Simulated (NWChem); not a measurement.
System: AlCl2F; SMILES [Cl][Al]([F])[Cl]

Input file for NWChem:

```
start job
memory heap 200 mb stack 900 mb global 1100 mb
geometry units angstroms noautosym nocenter noautoz
  Al     0.000000     0.000000     0.335182
  F      0.000000     0.000000     1.985458
  Cl    -1.810871     0.000000    -0.672848
  Cl     1.810871     0.000000    -0.672848
end
basis spherical
  * library 6-311g**
end
dft
  xc bhlyp
  iterations 150
end
tddft
  cis
  ecut -23.0
  nroots 6
  notriplet
end
task tddft energy
```

Excerpt of the output:

```
             Northwest Computational Chemistry Package (NWChem) 7.3.0
             --------------------------------------------------------

                             Geometry "geometry" -> ""
                             -------------------------

 Output coordinates in angstroms (scale by  1.889725989 to convert to a.u.)

  No.       Tag          Charge          X              Y              Z
 ---- ---------------- ---------- -------------- -------------- --------------
    1 Al                  13.0000     0.00000000     0.00000000     0.33518200
    2 F                    9.0000     0.00000000     0.00000000     1.98545800
    3 Cl                  17.0000    -1.81087100     0.00000000    -0.67284800
    4 Cl                  17.0000     1.81087100     0.00000000    -0.67284800

 Effective nuclear repulsion energy (a.u.)     242.9419131070

                                 NWChem DFT Module
                                 -----------------

 Summary of "ao basis" -> "ao basis" (spherical)
 ------------------------------------------------------------------------------
       Tag                 Description            Shells   Functions and Types
 ---------------- ------------------------------  ------  ---------------------
 Al                         6-311g**                12       26   6s5p1d
 F                          6-311g**                 8       18   4s3p1d
 Cl                         6-311g**                12       26   6s5p1d

            General Information
            -------------------
          SCF calculation type: DFT
          Wavefunction type:  closed shell.
          No. of atoms     :     4
          No. of electrons :    56
           Alpha electrons :    28
            Beta electrons :    28
          Charge           :     0
          Spin multiplicity:     1
          Use of symmetry is: off; symmetry adaption is: off
          Maximum number of iterations: 150
          AO basis - number of functions:    96
                     number of shells:    44
          Convergence on energy requested:  1.00D-06
          Convergence on density requested:  1.00D-05
          Convergence on gradient requested:  5.00D-04

              XC Information
              --------------
                        BHLYP Method XC Functional
                     Hartree-Fock (Exact) Exchange  0.500
                        Slater Exchange Functional  0.500 local
                    Becke 1988 Exchange Functional  0.500 non-local
              Lee-Yang-Parr Correlation Functional  1.000

             Grid Information
             ----------------
          Grid used for XC integration:  medium
          Radial quadrature: Mura-Knowles
          Angular quadrature: Lebedev.
          Tag              B.-S. Rad. Rad. Pts. Rad. Cut. Ang. Pts.
          ---              ---------- --------- --------- ---------
          Al                  1.25       88           8.0       590
          F                   0.50       49           9.0       434
          Cl                  1.00       88          11.0       590
          Grid pruning is: on
          Number of quadrature shells:   313
          Spatial weights used:  Erf1

      Superposition of Atomic Density Guess
      -------------------------------------

 Sum of atomic energies:       -1260.23337741

      Non-variational initial energy
      ------------------------------

 Total energy =   -1260.742709
 1-e energy   =   -2229.793963
 2-e energy   =     726.109341
 HOMO         =      -0.457132
 LUMO         =      -0.041428

   convergence    iter        energy       DeltaE   RMS-Dens  Diis-err
 ---------------- ----- ----------------- --------- --------- ---------
 d= 0,ls=0.0,diis     1  -1262.8315642330 -1.51D+03  8.92D-03  1.10D+00
 d= 0,ls=0.0,diis     2  -1262.8463049877 -1.47D-02  4.41D-03  7.58D-01
 d= 0,ls=0.0,diis     3  -1262.9036901406 -5.74D-02  8.03D-04  5.21D-02
 d= 0,ls=0.0,diis     4  -1262.9069674523 -3.28D-03  3.28D-04  1.85D-03
 d= 0,ls=0.0,diis     5  -1262.9071847590 -2.17D-04  4.85D-05  4.60D-05
  Resetting Diis
 d= 0,ls=0.0,diis     6  -1262.9071896816 -4.92D-06  1.23D-05  1.98D-06
 d= 0,ls=0.0,diis     7  -1262.9071899404 -2.59D-07  2.90D-06  6.88D-08

         Total DFT energy =    -1262.907189940420
      One electron energy =    -2231.895625998512
           Coulomb energy =      811.835811383044
    Exchange-Corr. energy =      -85.789288431993
 Nuclear repulsion energy =      242.941913107042

 Numeric. integr. density =       56.000002775530

                       DFT Final Molecular Orbital Analysis
                       ------------------------------------

 Vector   26  Occ=2.000000D+00  E=-4.278752D-01
              MO Center=  5.0D-07, -1.3D-08, -6.2D-01, r^2= 4.3D+00
   Bfn.  Coefficient  Atom+Function         Bfn.  Coefficient  Atom+Function
  ----- ------------  ---------------      ----- ------------  ---------------
    62      0.370498  3 Cl pz                88      0.370498  4 Cl pz
    53     -0.219112  3 Cl pz                79     -0.219112  4 Cl pz
    65      0.208786  3 Cl pz                91      0.208786  4 Cl pz
    59      0.160214  3 Cl pz                85      0.160214  4 Cl pz
    60     -0.140055  3 Cl px                86      0.140055  4 Cl px

 Vector   27  Occ=2.000000D+00  E=-4.157403D-01
              MO Center= -4.7D-07,  3.1D-09, -6.4D-01, r^2= 4.4D+00
   Bfn.  Coefficient  Atom+Function         Bfn.  Coefficient  Atom+Function
  ----- ------------  ---------------      ----- ------------  ---------------
    61      0.410173  3 Cl py                87     -0.410173  4 Cl py
    64      0.243318  3 Cl py                90     -0.243318  4 Cl py
    52     -0.239853  3 Cl py                78      0.239853  4 Cl py
    58      0.174363  3 Cl py                84     -0.174363  4 Cl py
    22     -0.072094  1 Al d -2              55     -0.057973  3 Cl py

 Vector   28  Occ=2.000000D+00  E=-4.055481D-01
              MO Center= -5.1D-07,  3.9D-09, -6.0D-01, r^2= 4.5D+00
   Bfn.  Coefficient  Atom+Function         Bfn.  Coefficient  Atom+Function
  ----- ------------  ---------------      ----- ------------  ---------------
    62      0.338909  3 Cl pz                88     -0.338909  4 Cl pz
    60     -0.246917  3 Cl px                86     -0.246917  4 Cl px
    53     -0.194455  3 Cl pz                79      0.194455  4 Cl pz
    65      0.191534  3 Cl pz                91     -0.191534  4 Cl pz
    63     -0.152727  3 Cl px                89     -0.152727  4 Cl px

 Vector   29  Occ=0.000000D+00  E=-2.741411D-02
              MO Center=  4.4D-09, -4.1D-07,  2.0D-01, r^2= 4.7D+00
   Bfn.  Coefficient  Atom+Function         Bfn.  Coefficient  Atom+Function
  ----- ------------  ---------------      ----- ------------  ---------------
     6      1.431200  1 Al s                 50     -0.454490  3 Cl s
    76     -0.454490  4 Cl s                 63     -0.312225  3 Cl px
    89      0.312225  4 Cl px                36     -0.233701  2 F  s
     5      0.230460  1 Al s                 18     -0.190741  1 Al pz
     4     -0.188522  1 Al s                 60     -0.179719  3 Cl px

 Vector   30  Occ=0.000000D+00  E=-1.051620D-02
              MO Center= -8.3D-09,  4.2D-07,  3.4D-01, r^2= 4.6D+00
   Bfn.  Coefficient  Atom+Function         Bfn.  Coefficient  Atom+Function
  ----- ------------  ---------------      ----- ------------  ---------------
    17      0.578655  1 Al py                20      0.538694  1 Al py
    64     -0.245111  3 Cl py                90     -0.245111  4 Cl py
    14      0.220868  1 Al py                38     -0.181299  2 F  py
    61     -0.164370  3 Cl py                87     -0.164370  4 Cl py
    11     -0.125048  1 Al py                34     -0.107254  2 F  py

[...]

                                NWChem TDDFT Module
                                -------------------

            General Information
            -------------------
           No. of orbitals :     192
            Alpha orbitals :      96
             Beta orbitals :      96
        Alpha frozen cores :       0
         Beta frozen cores :       0
     Alpha frozen virtuals :       0
      Beta frozen virtuals :       0
         Spin multiplicity :       1
    Number of AO functions :      96
        Use of symmetry is : off
      Symmetry adaption is : off
         Schwarz screening :  0.10D-07

              XC Information
              --------------
                 BHLYP Method XC Functional
              Hartree-Fock (Exact) Exchange   0.50
                 Slater Exchange Functional   0.50 local
             Becke 1988 Exchange Functional   0.50 non-local
       Lee-Yang-Parr Correlation Functional   1.00

             TDDFT Information
             -----------------
          Calculation type : Tamm-Dancoff TDDFT
         Wavefunction type : Restricted singlets
          No. of electrons :      56
           Alpha electrons :      28
            Beta electrons :      28
              No. of roots :       6
          Max subspacesize :    5200
            Max iterations :     100
               Target root :       1
           Target symmetry : none
             Energy Cutoff :-0.23D+02
      Symmetry restriction : off
                 Algorithm : Optimal
        Davidson threshold :  0.10D-03

    6 smallest eigenvalue differences (eV)
--------------------------------------------------------
  No. Spin  Occ  Vir  Irrep   E(Occ)    E(Vir)   E(Diff)
--------------------------------------------------------
    1    1    4   29 a       -25.286    -0.027   687.310
    2    1    4   30 a       -25.286    -0.011   687.770
    3    1    4   31 a       -25.286     0.067   689.889
    4    1    4   32 a       -25.286     0.068   689.896
    5    1    4   33 a       -25.286     0.098   690.718
    6    1    4   34 a       -25.286     0.156   692.288
--------------------------------------------------------

  Entering Davidson iterations
  Restricted singlet excited states

  Iter   NTrls   NConv    DeltaV     DeltaE      Time
  ----  ------  ------  ---------  ---------  ---------
    1      6       0     0.10E+00   0.10+100        7.3
    2     12       0     0.56E-01   0.15E-01        6.3
    3     18       0     0.26E-01   0.16E-01        6.6
    4     24       3     0.18E-02   0.86E-04        7.1
    5     27       5     0.17E-03   0.14E-06        6.3
    6     28       6     0.60E-04   0.92E-09        5.0
  ----  ------  ------  ---------  ---------  ---------
  Convergence criterion met

  Ground state a       -1262.907189940420 a.u.

  ----------------------------------------------------------------------------
  Root   1 singlet a             25.103745359 a.u.              683.1080 eV
  ----------------------------------------------------------------------------
     Transition Moments    X  0.00000   Y -0.00000   Z -0.02520
     Dipole Oscillator Strength                    0.0106250528
     Electric Quadrupole                           0.0010053529
     Magnetic Dipole                               0.0000000000
     Total Oscillator Strength                     0.0116304057

     Occ.    4  a   ---  Virt.   29  a        0.94744
     Occ.    4  a   ---  Virt.   32  a        0.19642
     Occ.    4  a   ---  Virt.   34  a        0.11802
     Occ.    4  a   ---  Virt.   35  a        0.19113
     Occ.    4  a   ---  Virt.   49  a        0.08445
  ----------------------------------------------------------------------------
  Root   2 singlet a             25.129006904 a.u.              683.7954 eV
  ----------------------------------------------------------------------------
     Transition Moments    X  0.00000   Y  0.02659   Z -0.00000
     Dipole Oscillator Strength                    0.0118404440
     Electric Quadrupole                           0.0008517413
     Magnetic Dipole                               0.0013879595
     Total Oscillator Strength                     0.0140801448

     Occ.    4  a   ---  Virt.   30  a        0.98157
     Occ.    4  a   ---  Virt.   33  a       -0.13250
     Occ.    4  a   ---  Virt.   44  a        0.11132
     Occ.    4  a   ---  Virt.   61  a        0.07162
  ----------------------------------------------------------------------------
  Root   3 singlet a             25.236276542 a.u.              686.7143 eV
  ----------------------------------------------------------------------------
     Transition Moments    X -0.02652   Y  0.00000   Z -0.00000
     Dipole Oscillator Strength                    0.0118336344
     Electric Quadrupole                           0.0008641347
     Magnetic Dipole                               0.0013814091
     Total Oscillator Strength                     0.0140791781

     Occ.    4  a   ---  Virt.   31  a       -0.93339
     Occ.    4  a   ---  Virt.   36  a       -0.27182
     Occ.    4  a   ---  Virt.   38  a        0.21211
     Occ.    4  a   ---  Virt.   57  a       -0.06083
     Occ.    4  a   ---  Virt.   63  a        0.06231
  ----------------------------------------------------------------------------
  Root   4 singlet a             25.246903465 a.u.              687.0035 eV
  ----------------------------------------------------------------------------
     Transition Moments    X  0.00000   Y  0.00000   Z -0.00703
     Dipole Oscillator Strength                    0.0008310656
     Electric Quadrupole                           0.0000828791
     Magnetic Dipole                               0.0000000000
     Total Oscillator Strength                     0.0009139448

     Occ.    4  a   ---  Virt.   29  a        0.19512
     Occ.    4  a   ---  Virt.   32  a       -0.95555
     Occ.    4  a   ---  Virt.   34  a       -0.16932
     Occ.    4  a   ---  Virt.   35  a        0.10393
     Occ.    4  a   ---  Virt.   40  a        0.06459
  ----------------------------------------------------------------------------
  Root   5 singlet a             25.295994845 a.u.              688.3393 eV
  ----------------------------------------------------------------------------
     Transition Moments    X  0.00000   Y  0.00109   Z  0.00000
     Dipole Oscillator Strength                    0.0000199493
     Electric Quadrupole                           0.0000012411
     Magnetic Dipole                               0.0000009297
     Total Oscillator Strength                     0.0000221201

     Occ.    4  a   ---  Virt.   30  a       -0.13716
     Occ.    4  a   ---  Virt.   33  a       -0.98907
  ----------------------------------------------------------------------------
  Root   6 singlet a             25.317742998 a.u.              688.9311 eV
  ----------------------------------------------------------------------------
     Transition Moments    X -0.00000   Y  0.00000   Z  0.02617
     Dipole Oscillator Strength                    0.0115582259
     Electric Quadrupole                           0.0011491669
     Magnetic Dipole                               0.0000000000
     Total Oscillator Strength                     0.0127073929

     Occ.    4  a   ---  Virt.   29  a        0.23758
     Occ.    4  a   ---  Virt.   34  a       -0.44611
     Occ.    4  a   ---  Virt.   35  a       -0.84697
     Occ.    4  a   ---  Virt.   40  a       -0.08166
     Occ.    4  a   ---  Virt.   49  a       -0.09953
     Occ.    4  a   ---  Virt.   62  a        0.07809

              Target root =      1
          Target symmetry = none
      Ground state energy =  -1262.907189940420
        Excitation energy =     25.103745358629
     Excited state energy =  -1237.803444581791

  stored tddft:energy   -1237.8034445817912
```

Level: BHandHLYP/6-311G** (spherical d), restricted-window TDA. Structure relaxed at the PBE0/def2-SVP level. The quadrupole and magnetic terms of the printed total strengths depend on the origin.
